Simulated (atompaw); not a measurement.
bismuth (Bi): PAW (atompaw) pseudisation with PBE, scalar-relativistic reference atom.

Bi (Z = 83), PAW, made with atompaw 4.2.0.5 (PBE, scalar-relativistic). Core [Xe] 4f14 5d10, reference 6s2 6p3. Waves: 6s (bound): rc 2.85 bohr; 6s channel at 0.25 Ry: rc 2.85 bohr; 6p (bound): rc 2.85 bohr; 6p channel at 0.5 Ry: rc 2.85 bohr. Local part: bessel scheme, radius 2.65 bohr. Core correction: smooth core density matched at 1.75 bohr. Augmentation charge: sinc compensation charge, radius 2.20 bohr; PAW radius 2.85 bohr; waves and projectors: custom polynom2 7 10 vanderbiltortho.

All-electron outer shells of the reference configuration (PBE, scalar-relativistic, ld1.x):

```tsv
shell	level (eV)	outermost node (bohr)	outermost maximum (bohr)
5p	-95.86	0.48	0.86
5d	-27.08	0.51	1.03
6s	-14.48	0.98	1.88
6p	-4.57	1.14	2.44
```

Calculated quality:

* Cutoffs needed: 12 Ry and 30 Ry (the cutoffs (Ry, on a coarse ladder) from which the occupation-weighted sum of valence levels, in a spherical-Bessel basis at the reference potential, stays within 10 and 1 mRy of its value at 400 Ry)
* Ghost test: no extra level below or beside the all-electron valence levels (s, p, d, f tested) (spherical-Bessel basis up to 400 Ry, 20 bohr box)
* Lowest eigenvalue of the overlap operator: 0.82 (s channel)
* Overlap eigenvalues printed by atompaw (projector basis): 0.237, 0.533, 22.6, 522
* Share of each valence orbital outside the PAW sphere: 6s 17 %, 6p 51 %

Generation and tests took about 27 s on one core of a shared server CPU.
